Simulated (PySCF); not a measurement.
Cl2Sr (SMILES [Cl][Sr][Cl]), singlet, geometry from GFN2-xTB (such geometries of metal compounds can be far from the true shape) (all electrons, no relativity); B3LYP5/3-21G run with PySCF.

PySCF was given this input:
```python
from pyscf import gto, scf, dft

mol = gto.M(
    atom='''
Sr    0.291224   -0.610948    0.120886
Cl    1.080314    1.073658   -1.546550
Cl   -1.731286    0.291991    1.276334
''',
    basis='3-21g',
    charge=0,
    spin=0,
    verbose=5,
)

mf = dft.RKS(mol)
mf.xc = 'b3lyp5'
mf.kernel()
mf.analyze()
```

Q: Predict the main parts of the log of this PySCF run.

A: 
```
PySCF version 2.14.0

[INPUT] verbose = 5
[INPUT] max_memory = 4000
[INPUT] num. atoms = 3
[INPUT] num. electrons = 72
[INPUT] charge = 0
[INPUT] spin (= nelec alpha-beta = 2S) = 0
[INPUT] symmetry False subgroup None
[INPUT] Mole.unit = angstrom
[INPUT] Symbol           X                Y                Z      unit          X                Y                Z       unit  Magmom
[...]
[INPUT] ---------------- BASIS SET ----------------
[INPUT] l, kappa, [nprim/nctr], expnt,             c_1 c_2 ...
[INPUT] Sr
[...]
                                1092.8519         0.37131
                                239.98182         0.686444
[...]
                                70.09046          0.089544
                                22.17641          0.964813
[...]
                                8.475114          0.270084
                                2.942934          0.91592
[...]
                                0.852356          0.497255
                                0.321537          0.72386
[...]
                                0.048177          1.120939
[...]
                                70.09046          0.591947
                                22.17641          0.422171
[...]
                                8.475114          0.493478
                                2.942934          0.570983
[...]
                                0.852356          0.498322
                                0.321537          0.565056
[...]
                                0.048177          0.999893
[...]
                                11.881489         0.513068
                                3.387558          0.567664
[INPUT] Cl
[...]
                                207.857           0.380363
                                45.1554           0.67819
[...]
                                13.9765           0.0511338
                                3.8871            0.991337
[...]
                                0.526955          1.18252
[...]
                                13.9765           0.458682
                                3.8871            0.601962
[...]
                                0.526955          0.822321
[...]
nuclear repulsion = 311.344689982373
number of shells = 26
number of NR pGTOs = 120
number of NR cGTOs = 52
basis = 3-21g
ecp = {}

******** <class 'pyscf.dft.rks.RKS'> ********
method = RKS
initial guess = minao
damping factor = 0
level_shift factor = 0
DIIS = <class 'pyscf.scf.diis.CDIIS'>
diis_start_cycle = 1
diis_space = 8
diis_damp = 0
SCF conv_tol = 1e-09
SCF conv_tol_grad = None
SCF max_cycles = 50
direct_scf = True
direct_scf_tol = 1e-13
XC library pyscf.dft.libxc version 7.1.2
    S. Lehtola, C. Steigemann, M. J. T. Oliveira, and M. A. L. Marques,  SoftwareX 7, 1–5 (2018)
XC functionals = b3lyp5
    P. A. M. Dirac,  Math. Proc. Cambridge Philos. Soc. 26, 376 (1930)
    F. Bloch,  Z. Phys. 57, 545 (1929)
    A. D. Becke,  Phys. Rev. A 38, 3098 (1988)
    C. Lee, W. Yang, and R. G. Parr,  Phys. Rev. B 37, 785 (1988)
    B. Miehlich, A. Savin, H. Stoll, and H. Preuss,  Chem. Phys. Lett. 157, 200 (1989)
    S. H. Vosko, L. Wilk, and M. Nusair,  Can. J. Phys. 58, 1200 (1980)
radial grids:
    Treutler-Ahlrichs [JCP 102, 346 (1995); DOI:10.1063/1.469408] (M4) radial grids

becke partition: Becke, JCP 88, 2547 (1988); DOI:10.1063/1.454033
pruning grids: <function nwchem_prune>
grids dens level: 3
symmetrized grids: False
atomic radii adjust function: <function treutler_atomic_radii_adjust>
small_rho_cutoff = 0
Set gradient conv threshold to 3.16228e-05
Initial guess from minao.
atom Sr rad-grids = 95, ang-grids = [ 50  50  50  50  50  50  50  50  50  50  50  50  50  50  50  50  50  50
  50  50  50  50  50  50  50  50  50  50  50  86  86  86  86  86  86  86
  86  86  86  86  86  86  86  86  86  86 350 350 350 350 350 350 350 350
 350 350 350 434 434 434 434 434 434 434 434 434 434 434 434 434 434 434
 434 434 434 434 434 434 434 350 350 350 350 350 350 350 350 350 350 350
 350 350 350 350 350]
[...]
converged SCF energy = -4034.77455598215
Total Energy =                       -4034.774555982149195
[...]
0 Sr 3dz^2       0.00063  -0.00121   0.00024   0.00034  -0.00030
0 Sr 3dxz        0.00051   0.00011   0.00045  -0.00090  -0.00025
0 Sr 3dx2-y2    -0.00138   0.00047   0.00069   0.00052   0.00067
1 Cl 1s          0.00112   0.00000   0.00000  -0.00072  -0.00048
1 Cl 2s         -0.00932  -0.00000  -0.00000   0.00576   0.00352
1 Cl 3s          0.02231   0.00000   0.00000  -0.01564  -0.00657
1 Cl 4s         -0.67546  -0.00004  -0.00007   0.42869   0.18818
1 Cl 2px         0.00125  -0.00364   0.00390  -0.00115   0.00444
1 Cl 2py        -0.00026  -0.00260   0.00278   0.00466  -0.00493
1 Cl 2pz        -0.00089  -0.00435   0.00465  -0.00182  -0.00078
1 Cl 3px        -0.01057   0.01650  -0.01306   0.00576  -0.00971
1 Cl 3py        -0.00949   0.01176  -0.00931  -0.00806   0.01715
1 Cl 3pz         0.01453   0.01969  -0.01559  -0.00001  -0.00211
1 Cl 4px         0.12581  -0.41267   0.41029  -0.09900   0.47147
1 Cl 4py        -0.14921  -0.29404   0.29248   0.50140  -0.46878
1 Cl 4pz        -0.01631  -0.49236   0.48974  -0.21645  -0.11506
2 Cl 1s         -0.00112   0.00000   0.00000  -0.00072   0.00048
2 Cl 2s          0.00933  -0.00000  -0.00000   0.00576  -0.00352
2 Cl 3s         -0.02231   0.00000   0.00000  -0.01564   0.00657
2 Cl 4s          0.67556  -0.00002  -0.00002   0.42876  -0.18806
2 Cl 2px         0.00074   0.00364   0.00390  -0.00304  -0.00074
2 Cl 2py         0.00081   0.00260   0.00278   0.00413   0.00596
2 Cl 2pz        -0.00110   0.00435   0.00465   0.00008  -0.00293
2 Cl 3px        -0.01609  -0.01650  -0.01306   0.00237   0.00700
2 Cl 3py         0.00209  -0.01176  -0.00931  -0.00900  -0.01791
2 Cl 3pz         0.01224  -0.01969  -0.01559   0.00339   0.00483
2 Cl 4px        -0.02926   0.41259   0.41035  -0.34620  -0.03356
2 Cl 4py         0.17590   0.29413   0.29248   0.43251   0.59070
2 Cl 4pz        -0.08057   0.49235   0.48972   0.03180  -0.32461
               #51       #52
0 Sr 1s         -0.00000   0.00021
0 Sr 2s          0.00000  -0.00048
0 Sr 3s         -0.00000   0.00117
0 Sr 4s         -0.00000   0.00138
0 Sr 5s         -0.00000   0.07625
0 Sr 6s          0.00000   0.05774
0 Sr 2px         0.00083   0.00039
0 Sr 2py         0.00023  -0.00083
0 Sr 2pz        -0.00084   0.00016
0 Sr 3px        -0.00134  -0.00072
0 Sr 3py        -0.00037   0.00151
0 Sr 3pz         0.00134  -0.00030
0 Sr 4px        -0.00630  -0.00250
0 Sr 4py        -0.00175   0.00524
0 Sr 4pz         0.00632  -0.00104
0 Sr 5px         0.01639   0.06462
0 Sr 5py         0.00455  -0.13557
0 Sr 5pz        -0.01645   0.02682
0 Sr 6px        -0.03545  -0.01495
0 Sr 6py        -0.00985   0.03137
0 Sr 6pz         0.03558  -0.00621
0 Sr 3dxy        0.00267   0.00099
0 Sr 3dyz       -0.00326   0.00214
0 Sr 3dz^2       0.00106   0.00035
0 Sr 3dxz        0.00086   0.00396
0 Sr 3dx2-y2    -0.00233  -0.00023
1 Cl 1s          0.00031  -0.00114
1 Cl 2s         -0.00199   0.00821
1 Cl 3s          0.00343  -0.02471
1 Cl 4s         -0.02337   0.38973
1 Cl 2px         0.00316  -0.00397
1 Cl 2py         0.00467  -0.00334
1 Cl 2pz        -0.00544   0.00532
1 Cl 3px        -0.01062   0.01154
1 Cl 3py        -0.01715   0.02210
1 Cl 3pz         0.01915  -0.02287
1 Cl 4px         0.29777  -0.32662
1 Cl 4py         0.40701  -0.23085
1 Cl 4pz        -0.49258   0.41159
2 Cl 1s         -0.00031  -0.00114
2 Cl 2s          0.00199   0.00821
2 Cl 3s         -0.00343  -0.02471
2 Cl 4s          0.02341   0.38973
2 Cl 2px         0.00635   0.00585
2 Cl 2py        -0.00202  -0.00061
2 Cl 2pz        -0.00411  -0.00454
2 Cl 3px        -0.02258  -0.02744
2 Cl 3py         0.00792   0.01126
2 Cl 3pz         0.01418   0.01627
2 Cl 4px         0.57069   0.44450
2 Cl 4py        -0.16555  -0.01645
2 Cl 4pz        -0.37929  -0.36264
 ** Mulliken pop on meta-lowdin orthogonal AOs  **
 ** Mulliken pop  **
 ** Mulliken atomic charges  **
charge of    0Sr =      1.65509
charge of    1Cl =     -0.82755
charge of    2Cl =     -0.82754
Dipole moment(X, Y, Z, Debye):  4.75009, -9.96510,  1.97180
```
